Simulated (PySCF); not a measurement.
Sn(Br)(OH)3 (BrH3O3Sn), SMILES [OH][Sn]([OH])([Br])[OH]. Atoms are numbered in the order given.

```xyz
8

O      0.3188    -1.7941    -1.3437
Sn    -0.4498    -0.3686    -0.2258
O     -1.4594    -1.2100     1.2388
O     -1.7093     0.6682    -1.3260
Br     1.3506     1.1072     0.6780
H      0.9157    -1.4276    -2.0135
H     -0.8642    -1.6512     1.8636
H     -2.0336     1.4449    -0.8456
```

Geometry optimised at r2SCAN-D4/def2-SVP. The structure was generated by enumeration; whether it is a known compound was not checked. The def2 effective core potentials stand for the cores of Sn; spin–orbit coupling is left out. One conformer was computed; it need not be the lowest.

Computed with TDA-PBE/def2-SVPD (PySCF).

Vertical excitations. Isolated molecule, no solvent.

| state | energy (eV) | λ (nm) | f | main pairs |
|---|---|---|---|---|
| S1 | 4.23 | 293 | 0.007 | HOMO→LUMO 94 % |
| S2 | 4.23 | 293 | 0.007 | HOMO−1→LUMO 94 % |
| S3 | 4.57 | 271 | 0.050 | HOMO−2→LUMO 91 % |
| S4 | 4.60 | 270 | 0.025 | HOMO−3→LUMO 65 %, HOMO−4→LUMO 29 % |
| S5 | 4.60 | 270 | 0.026 | HOMO−4→LUMO 65 %, HOMO−3→LUMO 29 % |
| S6 | 5.87 | 211 | 0.157 | HOMO−5→LUMO 79 % |
| S7 | 6.02 | 206 | 0.052 | HOMO−6→LUMO 86 % |
| S8 | 6.02 | 206 | 0.052 | HOMO−7→LUMO 86 % |
| S9 | 6.80 | 182 | 0.001 | HOMO→LUMO+1 49 %, HOMO−1→LUMO+2 45 % |
| S10 | 6.85 | 181 | 0.002 | HOMO→LUMO+2 47 %, HOMO−1→LUMO+1 47 % |
| T1 | 3.88 | 319 | 0 | HOMO→LUMO 99 % |
| T2 | 3.88 | 319 | 0 | HOMO−1→LUMO 99 % |
| T3 | 4.05 | 306 | 0 | HOMO−2→LUMO 99 % |
| T4 | 4.19 | 296 | 0 | HOMO−3→LUMO 96 % |
Triplets are in the Tamm–Dancoff approximation.
